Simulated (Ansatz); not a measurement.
A structure relaxed at PBE0-D4/def2-TZVP, charge 0, multiplicity 1:

```xyz
12

C     0.8127   -1.6826   -0.5364
Ge   -0.5928   -0.4723    0.0424
C    -0.4630    1.4122   -0.4038
C    -0.1192    1.1119    1.0588
H     0.9647   -2.4762    0.1955
H     0.5634   -2.1320   -1.4980
H     1.7408   -1.1198   -0.6421
H    -1.9903   -1.0523    0.2520
H     0.3562    1.7299   -1.0407
H    -1.3766    1.9671   -0.5868
H     0.9181    1.2390    1.3512
H    -0.8141    1.4751    1.8080
```

Give its formula and SMILES.

C3H8Ge, `[CH3][GeH]1[CH2][CH2]1`.

Point group (tolerance 0.08 Å, 0.16 Å for H)?

Cs.

Summarise the bond lengths by kind.

3 × C–Ge 1.941 to 1.943 Å; 7 × C–H 1.085 to 1.091 Å; 1 × Ge–H 1.528 Å; 1 × C–C 1.532 Å.

Program: Ansatz 0.2.0.
